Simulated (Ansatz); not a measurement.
Job for Ansatz (a quantum-chemistry and plane-wave program): U-r2SCAN/cc-pVTZ on CH4BeSe (SMILES [CH3][Be][SeH]), a point of a bond scan (R = 1.915 Å).

Ansatz 0.2 input:
```yaml
crystal:
  periodic: [false, false, false]
  atoms:
    - {symbol: Be, position_ang: [0.84087454, -0.76089314, -0.21395214]}
    - {symbol: C, position_ang: [2.06337196, -1.85751166, -0.53818992]}
    - {symbol: H, position_ang: [1.40596033, -3.65174916, -0.66473916]}
    - {symbol: H, position_ang: [2.83970476, -1.84920725, 0.23293687]}
    - {symbol: H, position_ang: [2.55737254, -1.63238092, -1.48948226]}
    - {symbol: Se, position_ang: [-0.64194585, 0.60717560, 0.13442119]}
    - {symbol: H, position_ang: [-1.00235638, -0.09094968, 1.38167697]}
basis:
  gaussian:
    orbitals: cc-pVTZ
hamiltonian:
  xc: {name: r2SCAN}
magnetization: {spin_polarized: true, initial_magnetization: 0}
```

Output:

```
WARN ansatz: RAYON_NUM_THREADS=1 ignored (pool sized by the plan → 1); use --threads N
Functional definition: r2SCAN
integrals: 0.07 GiB planned
946 factors; their error is unknown
mean field: 0.67 GiB planned
mean field evaluation 1: about -66841.6380 eV, gradient 4.3e1 eV
mean field evaluation 2: about -66823.0295 eV, gradient 5.9e1 eV
mean field evaluation 4: about -66851.1974 eV, gradient 8.0e0 eV
mean field evaluation 8: about -66851.6782 eV, gradient 1.4e-1 eV
mean field evaluation 16: about -66851.6484 eV, gradient 5.1e-4 eV
mean field -66851.64835435 eV, -2456.7527633476 hartree, gradient 3.8e-6 eV, S^2 0.000000; 1 other end points of the search recorded, 0 dependent functions left out
reference -66851.64836905 eV, -2456.7527638880 hartree; 24, 24 occupied and 135, 135 virtual orbitals, 946 factors
Total energy: -66851.64836905 eV, -2456.7527638880 hartree
```

The calculation finished and met its thresholds.

Cost: very roughly 17 core-seconds.
